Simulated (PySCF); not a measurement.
**C₆ coefficients of unlike pairs at UHF**

Calculated with PySCF 2.14 from the dipole response of each species, C₆(A,B) = (3/π) ∫ α_A(iu) α_B(iu) du, in atomic units, from isotropic polarisabilities. For ions this is the dispersion term alone; charge-induced terms of lower order in 1/R come first.

| species | configuration | basis | relativity | α (bohr³) | C₆ (like pair) |
| --- | --- | --- | --- | --- | --- |
| Ta | [Xe] 4f14 5d3 6s2 (4F) | def2-QZVPPD with the def2 core potential (60 electrons) (7s6p4d3f2g) | core potential | 109.1 | 1444 |
| Br | [Ar] 3d10 4s2 4p5 (2P) | aug-cc-pVQZ-PP with one added diffuse shell each of s, p, d, f, g type with ECP10MDF (8s7p6d4f3g) | core potential | 20.33 | 161.8 |
| Nb⁺ | [Kr] 4d4 (5D) | aug-cc-pwCVTZ-DK (11s10p8d4f3g) | spin-free X2C | 23.35 | 149.2 |
| Li | [He] 2s1 (2S) | aug-cc-pVTZ with one added diffuse shell each of s, p, d, f type (6s5p4d3f) | none | 169.5 | 1473 |

(1) Estimate C₆ for Nb⁺ with Ta.

No spin-orbit coupling is included.

The other pairs:

| pair | C₆ |
| --- | --- |
| Nb⁺, Br | 154.3 |
| Li, Br | 314.5 |
| Li, Ta | 1309 |
| Li, Nb⁺ | 333.6 |
| Br, Ta | 433.6 |

Answers

(1) The integral gives 432.8. The combination rule 2 C_A C_B / (C_A α_B/α_A + C_B α_A/α_B) gives 428.3 and the geometric mean 464.2.
